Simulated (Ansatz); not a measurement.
A nudged elastic band was laid between two geometries of a periodic cell of 13 atoms, MgRe12 (surface Re(0001), adsorbate Mg).

Computed with DFT PBE, scalar-relativistic, plane waves, PAW in Ansatz. Settings: cutoff 420 eV, k mesh 4x4x1, fermi-dirac smearing 0.05 eV, no spin polarisation.

```
movable images  : 3
climbing image  : yes
spring          : 5.0 eV/Å²
optimiser       : lbfgs
start path      : IDPP
force threshold : 0.03 eV/Å
iteration limit : 80
end points      : relaxed
atoms held      : 1 to 4
```

Image 0:

```xyz
13
Lattice="5.5200 0.0000 0.0000 2.7600 4.7805 0.0000 0.0000 0.0000 15.4574" Properties=species:S:1:pos:R:3
Re 0.000 0.000 1.000
Re 2.760 0.000 1.000
Re 1.380 2.390 1.000
Re 4.140 2.390 1.000
Re -0.006 1.598 3.187
Re 2.768 1.598 3.185
Re 1.380 3.984 3.143
Re 4.141 3.976 3.185
Re -0.026 -0.014 5.358
Re 2.778 -0.009 5.357
Re 1.380 2.417 5.359
Re 4.142 2.390 5.390
Mg 1.369 0.799 7.621
```

Image 4:

Only the atoms that move by more than 0.05 Å are listed.
```
Mg13 2.749 3.189 7.621
```

What changes between the two ends?

The atom that moves furthest is Mg13, by 2.76 Å.

Give the energies along the band, and the barrier.

The run converged. The highest image is number 3 of 0 to 4, 0.070 eV above the ends, which have the same energy within 2 meV. By the program's own check the climbing image is a first-order saddle point (lowest curvatures found: -0.21 and 0.93 eV/Å²). Limits of this set-up: coarse k mesh, thin slab, slab without dipole correction.

| image | path coordinate (Å) | energy (eV) |
| --- | --- | --- |
| 0 | 0.00 | 0.000 |
| 1 | 0.75 | 0.060 |
| 2 | 1.51 | 0.060 |
| 3 | 2.26 | 0.070 |
| 4 | 3.22 | 0.000 |

What is the geometry of the highest image?


```xyz
13
Lattice="5.5200 0.0000 0.0000 2.7600 4.7805 0.0000 0.0000 0.0000 15.4574" Properties=species:S:1:pos:R:3:forces:R:3
Re 0.000 0.000 1.000 0.00 -0.18 -0.11
Re 2.760 0.000 1.000 0.00 0.19 0.04
Re 1.380 2.390 1.000 -0.13 -0.01 0.03
Re 4.140 2.390 1.000 0.12 -0.01 0.03
Re -0.001 1.583 3.146 0.00 0.00 0.01
Re 2.759 1.600 3.195 0.00 0.00 0.00
Re 1.360 3.985 3.174 0.00 0.00 0.00
Re 4.160 3.984 3.174 0.00 0.00 0.00
Re 0.001 -0.065 5.381 0.00 0.00 0.00
Re 2.760 0.052 5.382 0.00 0.00 0.00
Re 1.313 2.381 5.355 -0.01 0.00 -0.01
Re 4.202 2.381 5.356 0.01 0.00 -0.01
Mg 2.754 2.237 7.648 0.00 0.02 0.00
```

The band took 36 iterations and about 70 core-minutes.

The run took 24 min on 4 threads of Arm Neoverse V2, with other jobs on the host, peak memory 2.4 GiB.
